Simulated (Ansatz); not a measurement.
Two structures of GaNH₈O, closed shell, reached by relaxing down either side of one saddle point (PBE0-D4/def2-TZVP). Energies are electronic, without zero-point energy. Computed with Ansatz 0.2.0 (basis: def2-TZVPP and def2-QZVPP); correlated methods freeze the cores. Filled d shells of the heavier atoms are correlated. The def2 sets are not built for correlating such inner shells, so the correlated values are less sure here. Extrapolation: Hartree–Fock as exp(−7.88 √X), correlation as X^−2.97. First:

| atom | x (Å) | y (Å) | z (Å) |
| --- | --- | --- | --- |
| Ga1 | -1.6088 | 0.5072 | -0.7725 |
| H2 | -0.3452 | 0.2858 | -1.7195 |
| H3 | -2.5561 | -0.7451 | -0.5654 |
| H4 | -2.2195 | 1.9554 | -0.7051 |
| H5 | 0.3433 | 0.0083 | 0.8655 |
| O6 | -0.5730 | 0.3976 | 1.0472 |
| H7 | 1.5420 | -0.3794 | -0.7720 |
| N8 | 1.7867 | -0.4964 | 0.2078 |
| H9 | -1.0284 | -0.1787 | 1.6660 |
| H10 | 2.0792 | -1.4563 | 0.3428 |
| H11 | 2.5798 | 0.1016 | 0.4052 |

Second:

```
11
angstrom
Ga -1.4947 0.6109 -0.2440
H -0.3968 -0.7463 -1.7335
H -2.7579 -0.0519 -0.8893
H -0.7683 1.9251 -0.6497
H 1.1228 -0.1564 0.9689
O -0.9875 -0.0271 1.3706
H 0.2283 -0.5732 -1.3265
N 1.7990 -0.1289 0.2092
H -1.5091 -0.7768 1.6623
H 2.4956 -0.8424 0.3823
H 2.2686 0.7670 0.2497
```

Question: Which bonds change from the first to the second?

Answer: GaH₃ + H₂O + NH₃ → GaH₃O ([OH][GaH2]) + NH₃ + H₂; bonds formed: H2–H7, H5–N8; dative contacts that become bonds: Ga1–O6; bonds broken: Ga1–H2, H5–O6, H7–N8.

Question: Give the saddle point's structure and its height above each. (An estimate is asked for; the value comes from the calculation.)

Answer: By the calculation: 18.91 kcal/mol above the first and 10.02 kcal/mol above the second (CCSD(T) at an estimated basis limit (MP2 extrapolated from triple and quadruple zeta, plus CCSD(T) − MP2 in triple zeta)).
Ga1  (-1.463, 0.466, -0.468)
H2  (-0.109, -0.225, -1.411)
H3  (-2.683, -0.460, -0.826)
H4  (-1.329, 1.991, -0.819)
H5  (0.950, -0.185, 0.920)
O6  (-0.770, 0.113, 1.238)
H7  (0.680, -0.251, -0.816)
N8  (1.631, -0.286, 0.142)
H9  (-1.321, -0.500, 1.726)
H10  (2.142, -1.157, 0.202)
H11  (2.273, 0.495, 0.112)
(Å)

T1 diagnostic: at most 0.013.

The step is the kind of ligand exchange by which a precursor binds to a hydroxyl group, or is hydrolysed, in atomic layer deposition of oxides.

Labels in which every atom is bracketed show which atoms are joined, not bond orders.

For scale, one of the runs: CCSD(T)/def2-TZVPP, 222 basis functions, launched by `ansatz run in.yaml --threads 4 --pin off --events-out ev --progress --plain --max-ram 9574MiB`. Hardware: 4 CPU threads of an Arm Neoverse V2, shared host. Wall time 110 s; peak host memory 3.6 GiB.
